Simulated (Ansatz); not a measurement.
All numbers were calculated with Ansatz.

Basis-set series for C$_{2}$H$_{5}$GeN, SMILES `NC#[C][GeH3]`. The species carries charge 0 and has multiplicity 1. The geometry is a stationary point of PBE0-D4/def2-TZVP. It is one conformer, not always the lowest.

| atom | x (Å) | y (Å) | z (Å) |
| --- | --- | --- | --- |
| N1 | -2.424 | 0.116 | -0.486 |
| C2 | -1.113 | 0.055 | -0.226 |
| C3 | 0.071 | 0.049 | 0.029 |
| Ge4 | 1.910 | 0.043 | 0.435 |
| H5 | -2.676 | 0.124 | -1.463 |
| H6 | -3.008 | -0.494 | 0.064 |
| H7 | 2.698 | -0.551 | -0.743 |
| H8 | 2.406 | 1.473 | 0.702 |
| H9 | 2.137 | -0.816 | 1.688 |

| functional | basis | functions | energy (Eh) | HOMO (eV) | LUMO (eV) |
| --- | --- | --- | --- | --- | --- |
| PBE0-D4 | def2-TZVPP | 211 | -2210.53322 | -6.50 | 0.52 |
| PBE0-D4 | def2-QZVPP | 410 | -2210.58569 | -6.53 | 0.22 |
| ωB97M-V | def2-TZVPP | 211 | -2210.77690 | -8.68 | 2.11 |
| ωB97M-V | def2-QZVPP | 410 | -2210.82762 | -8.71 | 1.33 |

(1) Give the rows for def2-SVP. (Estimate.)

## Answers

(1) The calculation gave: 
```json
{"functional": "PBE0-D4", "basis": "def2-SVP", "functions": "99", "energy (Eh)": "-2210.12099", "HOMO (eV)": "-6.36", "LUMO (eV)": "0.66"}
{"functional": "ωB97M-V", "basis": "def2-SVP", "functions": "99", "energy (Eh)": "-2210.35885", "HOMO (eV)": "-8.52", "LUMO (eV)": "2.71"}
```

Positive LUMOs are unbound and depend on the basis. Scalar relativity is left out up to krypton.
